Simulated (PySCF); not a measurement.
An unknown is described by computed data only.

Elements present: C, F, H and Si. Monoisotopic mass: 152.0269 u.

* 13C NMR: chemical shifts (computed TMS as zero) by class: 169.2 (1 C), 134.4 (1 C), 21.8 (1 C), 12.8 (2 C) ppm [GIAO PBE0/pcSseg-1]
* Polarisability: 87.8 au [PBE0/def2-SVPD]
* UV, first state: lowest singlet excitation: 6.34 eV (195 nm, f = 0.258) [TDDFT PBE0/def2-SVPD]
* 1H NMR: chemical shifts (computed TMS as zero) by class: 5.14 (1 H), 2.33 (1 H), 1.99 (1 H), 1.66 (2 H), 1.14 (2 H) ppm [GIAO PBE0/pcSseg-1]
* NMR, other nuclei: isotropic shieldings of nuclei other than C and H, by class: 259 (1 F), 290 (1 F), 393 (1 F), 369 (1 Si) ppm [GIAO PBE0/pcSseg-1]
* Valence photoelectron: vertical ionisation energy: 9.36 eV [ΔSCF PBE0/def2-SVPD]
* Rotational structure: rotational constants A, B, C: 3.010, 0.724, 0.656 GHz [PBE0-D3(BJ)/def2-SVP]
* Triplet: lowest triplet excitation (Tamm–Dancoff): 4.10 eV [TDA PBE0/def2-SVPD]

Gas-phase values; electronic properties from PySCF, density fitting. Levels stand in brackets. One conformer (not necessarily the lowest) at the PBE0-D3(BJ)/def2-SVP geometry, without solvent, vibrations or thermal averaging. NMR classes are plain means over equivalent atoms (diastereotopic ones count apart unless rotation or inversion swaps them), as if these changed places fast.

Q: Which formula fits the mass and the elements?

A: C5H7F3Si (calculated 152.0269). No other formula that holds each of these elements comes within 0.0003 u with a fitting electron parity and a possible valence count.

Q: Propose a structure and show how it fits.

A: Numbering: `[F:1][C:2]([F:3])=[C:4]([F:5])[SiH:6]1[CH2:7][CH2:8][CH2:9]1`. Its formula, C5H7F3Si, gives 2 degrees of unsaturation: 1 ring and 1 π bond in the structure found. 5 carbons fall into 4 classes; from least to most shielded: =CF2 carbon [C2] (169.2 ppm), vinylic C–F carbon [C4] (134.4 ppm), four-membered-ring carbon [C8] (21.8 ppm), ring sp3 carbon bound to silicon [C7/C9] (12.8 ppm, 2 C). Hydrogen classes from least to most shielded: 1 H on an SiH silicon, Si6 (5.14 ppm), 1 H on a four-membered-ring carbon, C8 (2.33 ppm), 1 H on a four-membered-ring carbon, C8 (1.99 ppm), 2 H on 2 like atoms (sp3 carbon bound to silicon), C7/C9 (1.66 ppm), 2 H on 2 like atoms (sp3 carbon bound to silicon), C7/C9 (1.14 ppm). The other shieldings belong to: 259 ppm, vinyl fluorine [F3]; 290 ppm, vinyl fluorine [F1]; 393 ppm, vinyl fluorine [F5]; 369 ppm, SiH silicon [Si6]. The first electron is taken from the HOMO, whose largest Löwdin shares are 0.28 on the vinylic C–F carbon, 0.24 on the =CF2 carbon, 0.12 on a vinyl fluorine and 0.09 on a vinyl fluorine. By its constants the optimised geometry is an asymmetric top. Structure: `FC(F)=C(F)[SiH]1CCC1`. The assignments are read from this structure; whether some other isomer fits the data as well wasn't checked.

Shape of the structure used: `[F:1][C:2]([F:3])=[C:4]([F:5])[SiH:6]1[CH2:7][CH2:8][CH2:9]1`: C2–C4–Si6–C7 -130°.
